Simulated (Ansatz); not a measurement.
Born–Oppenheimer molecular dynamics of CH6O3Si (11 atoms, charge 0, multiplicity 1). It starts from a relaxed structure.

Theory: RKS BLYP-D4/STO-3G in Ansatz 0.2.0.

```yaml
ensemble: NVT, Langevin thermostat
time_step: 1 fs
steps_asked: 150
set_temperature: 400 K
friction: 0.005 /fs
seed: 49805
```

First frame:

```xyz
11
Properties=species:S:1:pos:R:3
Si -0.134 -0.144 0.039
H -0.460 -0.097 1.471
O 1.584 -0.208 -0.013
H 1.798 -0.197 -1.030
O -0.574 1.270 -0.873
C -2.048 1.439 -0.886
H -2.484 1.638 0.131
H -2.269 2.328 -1.525
H -2.596 0.561 -1.321
O -0.927 -1.453 -0.777
H -0.903 -2.220 -0.074
```

Problem. How far do the bonds stretch over the last three quarters of this one trajectory? (Pairs bonded in most of those frames.)

Solution. 
```csv
bond,mean (Å),spread (Å),shortest,longest
Si1–H2,1.474,0.035,1.41,1.53
Si1–O3,1.726,0.021,1.69,1.77
Si1–O5,1.737,0.028,1.68,1.78
Si1–O10,1.733,0.010,1.71,1.75
O3–H4,1.042,0.018,1.00,1.09
O5–C6,1.484,0.022,1.43,1.52
C6–H7,1.128,0.028,1.08,1.18
C6–H8,1.120,0.021,1.07,1.17
C6–H9,1.124,0.013,1.10,1.16
O10–H11,1.041,0.012,1.02,1.07
```

Mean temperature of the second half: 236 K. The mean temperature of the second half is 41 % below the set value. A run of 0.15 ps of so small a system gives no equilibrium averages. Limits of this set-up: minimal basis.

Time of the run: 4 min on 1 thread of AMD EPYC 7R43 64-Core Processor (Zen 3), with other jobs on the host, peak memory 0.11 GiB.
